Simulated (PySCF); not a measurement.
# Potential energy of Cu2 along the bond

Set-up: Cu def2-TZVPPD; no relativity (PySCF 2.14). Energies in eV from Cu (3d10 4s1) + Cu (3d10 4s1) in their ground configurations at the same level. State: ¹Σg⁺ (singlet), closed shell.

All columns are PBE0.

| R (Å) | E (eV) | HOMO (eV) | LUMO (eV) | Mayer bond order | ⟨S²⟩ |
| --- | --- | --- | --- | --- | --- |
| 1.969 | -1.231 | -5.95 | -1.91 | 1.13 | 0.00 |
| 2.061 | -1.540 | -5.87 | -1.97 | 1.11 | 0.00 |
| 2.153 | -1.705 | -5.81 | -2.03 | 1.09 | 0.00 |
| 2.221 | -1.761 | -5.76 | -2.08 | 1.08 | 0.00 |
| 2.290 | -1.775 | -5.71 | -2.13 | 1.07 | 0.00 |
| 2.359 | -1.757 | -5.67 | -2.18 | 1.06 | 0.00 |
| 2.450 | -1.697 | -5.61 | -2.24 | 1.05 | 0.00 |
| 2.565 | -1.584 | -5.55 | -2.33 | 1.04 | 0.00 |
| 2.702 | -1.416 | -5.47 | -2.43 | 1.03 | 0.00 |
| 2.885 | -1.171 | -5.37 | -2.57 | 1.03 | 0.00 |

Closed-shell solutions of metal pairs were not tested for spin polarisation, which can lower them a little.
